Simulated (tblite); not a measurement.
Species: C₅H₈NO (doublet state).
Atom-mapped SMILES: `[CH2:1][C:2](=[CH2:3])[NH:4][C:5]([CH3:6])=[O:7]` (hydrogens: H8, H9 on C1; H10, H11 on C3; H12 on N4; H13, H14, H15 on C6)

Structure optimised with GFN2-xTB, isolated species. This method treats the open shell by occupation alone, without spin polarisation.

(1) What internal coordinates does the optimisation give?

## Answers

(1) 
| bond | length (Å) |
| --- | --- |
| C1–C2 | 1.381 |
| C2=C3 | 1.378 |
| C2–N4 | 1.407 |
| N4–C5 | 1.363 |
| C5–C6 | 1.518 |
| C5=O7 | 1.208 |
| C1–H8 | 1.075 |
| C1–H9 | 1.072 |
| C3–H10 | 1.074 |
| C3–H11 | 1.071 |
| N4–H12 | 1.010 |
| C6–H13, C6–H14, C6–H15 | 1.087 |

Bonds in one row agree within 0.01 Å and their mean is given. A selection of angles:
| angle | degrees |
| --- | --- |
| C2–C1–H8 | 121.9 |
| C2–C1–H9 | 120.5 |
| H8–C1–H9 | 117.5 |
| C1–C2–C3 | 122.5 |
| C1–C2–N4 | 116.2 |
| C3–C2–N4 | 121.3 |
| C2–C3–H10 | 119.4 |
| C2–C3–H11 | 121.6 |
| H10–C3–H11 | 119.0 |
| C2–N4–C5 | 129.7 |
| C2–N4–H12 | 113.9 |
| C5–N4–H12 | 116.4 |
| N4–C5–C6 | 111.9 |
| N4–C5–O7 | 125.1 |
| C6–C5–O7 | 123.0 |
| C5–C6–H13 | 110.2 |
| H13–C6–H14 | 108.9 |

Dihedral angles: C1–C2–N4–C5 180° (antiperiplanar); C2–N4–C5–C6 180° (antiperiplanar).

C5 (carbon bonded to C, N and O) is planar (angles 125.1°, 123.0° and 111.9°, sum 360.0°, 0.00 Å off the plane of its three neighbours). Of the pairs four or more bonds apart, O7···H11 is among the closest relative to their van der Waals radii: 2.19 Å, 81 % of the sum of Bondi's values. C2 (carbon bonded to 2 C and N) is planar (angles 122.5°, 121.3° and 116.2°, sum 360.0°, 0.00 Å off the plane of its three neighbours). N4 (nitrogen bonded to 2 C and H) is planar (angles 129.7°, 116.4° and 113.9°, sum 360.0°, 0.00 Å off the plane of its three neighbours). The 7 heavy atoms lie in one plane (0.000 Å rms). C3 (carbon bonded to C and 2 H) is planar (angles 121.6°, 119.4° and 119.0°, sum 360.0°, 0.00 Å off the plane of its three neighbours). The 3 C–C bonds span 1.378 Å (C2=C3, drawn double in one of several resonance forms) to 1.518 Å (C5–C6, drawn single), a spread of 0.140 Å.

Point group: Cs (every atom within 0.08 Å of its image). Its GFN2-xTB frequencies are all real (lowest 48 cm⁻¹). Torsions: H–C1–C2–C3 180° and 0°, C1–C2–N4–C5 180°, C2–N4–C5–C6 180°.

Hardware: an Arm Neoverse V2 with one thread, on a shared host. Cost: under 0.1 s wall. This is the geometry optimisation.

One conformer stands for the species.

These are computed values.
